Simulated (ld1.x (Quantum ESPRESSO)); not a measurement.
**chlorine, ultrasoft: configuration errors across variants**

ld1.x (Quantum ESPRESSO) 7.5 input, shortened:

```
&input
   title='Cl', zed=17., rel=1, dft='PZ', iswitch=3,
   config='[Ne] 3s1 3p6'
 /
 &inputp
   pseudotype=3, tm=.true., lloc=-1, rcloc=1.05,
   nlcc=.false.,
   which_augfun='PSQ', rmatch_augfun_nc=.true.
 /
4
3S  1  0   1.00   0.00  1.10  1.45  0.0
3S  1  0   0.00  -0.55  1.10  1.45  0.0
3P  2  1   6.00   0.00  0.95  1.10  0.0
3P  2  1   0.00   1.25  0.95  1.10  0.0
 &test
   configts(1)='3s1 3p6'
 /
```

All-electron excitation energies from the reference (eV): (1) 3s2 3p5 -12.048; (2) 3s2 3p4 1.923; (3) 3s2 3p3 27.451; (4) 3s2 3p4.5 -6.414; (5) 3s1 3p5 14.517; (6) 3s2 3p1 118.217; (7) 3s2 3p2 65.846; (8) 3s1 3p6 spin -0.267; (9) 3s2 3p5 spin -12.234.

Spin tests fill each open shell by Hund’s rule, majority spin first.

3 further variants failed, have other tests or another functional or relativity, and are left out.

A true bound ghost makes a file unfit for plane-wave use even where its test errors are small: the radial tests pick states by their node count and pass the ghost by.

Errors AE − PS in meV (a dash: test not solved or not reliable):

| change | (1) | (2) | (3) | (4) | (5) | (6) | (7) | (8) | (9) | bound ghosts |
| --- | --- | --- | --- | --- | --- | --- | --- | --- | --- | --- |
| base | +6.6 | +6.7 | +14 | +6.4 | +0.5 | +140 | +45 | +42 | +29 | none |
| local potential all-electron potential smoothed inside 0.60 bohr (lloc = -1) | +6.0 | +6.6 | +14 | +6.1 | +0.2 | +138 | +44 | +42 | +27 | s, p |
| local potential all-electron potential smoothed inside 0.85 bohr (lloc = -1) | +8.1 | +6.8 | +16 | +7.1 | +1.7 | +135 | – | – | – | none |
| all radii scaled by about 0.94 (s 1.36, p 1.04 bohr, rcut 1.04/0.90); local potential all-electron potential smoothed inside 0.98 bohr (lloc = -1) | +4.8 | +5.3 | +12 | +4.8 | +0.2 | +130 | +41 | +44 | +27 | p |
| waves 3s (bound): rcut 1.10, rcutus 1.32 bohr; 3s channel at -0.55 Ry: rcut 1.10, rcutus 1.32 bohr | +5.1 | +5.3 | +13 | +4.8 | +0.4 | +138 | +45 | +43 | +27 | none |
| augmentation PSQ, radius 1.05 bohr | +4.0 | +3.2 | +8.7 | +3.4 | +0.4 | +122 | +36 | +43 | +25 | none |
| core correction a·sin(br)/r model core inside 1.26 bohr | +5.4 | +5.3 | +10 | +5.2 | -0.1 | +105 | +34 | +32 | +24 | none |
| wave 3p channel at 1.25 Ry: rcut 0.95, rcutus 1.10 bohr becomes 3p channel at -0.23 Ry: rcut 0.95, rcutus 1.10 bohr | +5.6 | +5.8 | +13 | +5.4 | +0.4 | +139 | +44 | +42 | +27 | none |

Problem. Give the same row for: wave 3p channel at 1.25 Ry: rcut 0.95, rcutus 1.10 bohr becomes 3p channel at 0.51 Ry: rcut 0.95, rcutus 1.10 bohr.

Solution. +6.8, +6.8, +14, +6.6, +0.4, +140, +45, +42, +29; bound ghosts: none.
